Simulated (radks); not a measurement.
The numbers below are computed, except where a source is named.
Neutral lithium inside a hard spherical wall (all orbitals vanish at R), configuration held at [He] 2s1 and not refilled when levels cross. Level of theory: scalar-relativistic Kohn-Sham, PBE, spin-polarised, spherical densities, point nucleus; open shells are filled with parallel spins first (a radial shooting solver on a logarithmic mesh with Libxc functionals). Eigenvalues in eV for spin up, with the zero of energy where the potential of the charges vanishes at infinity; a dash marks a level that is unbound or too diffuse for the functional's potential to be trusted. A positive occupied level is held by the wall or, in an anion where self-interaction has pushed it up, behind a barrier. The pressure on the wall is -dE/dV.

| R (bohr) | E (hartree) | kinetic (hartree) | e(1s) | e(2s) | e(2p, empty) | e(3s, empty) | pressure (GPa) |
|---|---|---|---|---|---|---|---|
| free | -7.46301 | 7.418 | -51.741 | -3.228 | -1.348 | - | 0 |
| 20 | -7.46301 | 7.418 | -51.741 | -3.228 | -1.347 | -0.026 | < 0.0001 |
| 15 | -7.46299 | 7.418 | -51.738 | -3.226 | -1.339 | 0.289 | 0.000128 |
| 12 | -7.46280 | 7.420 | -51.705 | -3.207 | -1.288 | 1.006 | 0.00313 |
| 8 | -7.45610 | 7.457 | -51.188 | -2.842 | -0.685 | 5.132 | 0.212 |
| 4 | -7.24638 | 8.028 | -46.778 | 4.234 | 6.626 | 39.927 | 30.4 |
| 3.5 | -7.10724 | 8.337 | -45.228 | 8.508 | 10.209 | 56.414 | 70.0 |
| 3 | -6.85378 | 8.864 | -43.056 | 16.104 | 16.006 | 83.064 | 179 |
| 2 | -5.24370 | 11.896 | -33.795 | 61.763 | 45.663 | 219.08 | 1970 |
| 1.5 | -2.30115 | 16.928 | -19.767 | 138.61 | 90.373 | 422.52 | 10200 |
